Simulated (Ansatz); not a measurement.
Basis-set extrapolation for AlH$_{6}$NOSi, SMILES `O[SiH2][NH][AlH2]` (PBE0-D4/def2-TZVP geometry, frozen core, Ansatz 0.2.0). Multiplicity 1, RHF reference.

|  | def2-TZVPP | def2-QZVPP |
| --- | --- | --- |
| HF | -663.846334 | -663.870017 |
| MP2 correlation | -0.659229 | -0.709831 |
| CCSD(T) correlation | -0.720537 | not run |

Energies in hartree. Use E(X) = E(∞) + A·exp(−7.88·√X) for Hartree–Fock and E(X) = E(∞) + B·X^(−2.97) for correlation, with X = 3 and 4, and add CCSD(T) minus MP2 of the smaller set to the MP2 limit.

Q: What is the CCSD(T) energy at the basis-set limit?

A: HF limit: -663.870017 + (-0.023683) × 0.13774 = -663.87328. MP2 limit: -0.709831 + (-0.050602) × 0.74074 = -0.74731. Higher-order term: -0.720537 − (-0.659229) = -0.06131. Total: -664.68190 hartree, 3.13 eV below CCSD(T)/def2-TZVPP.
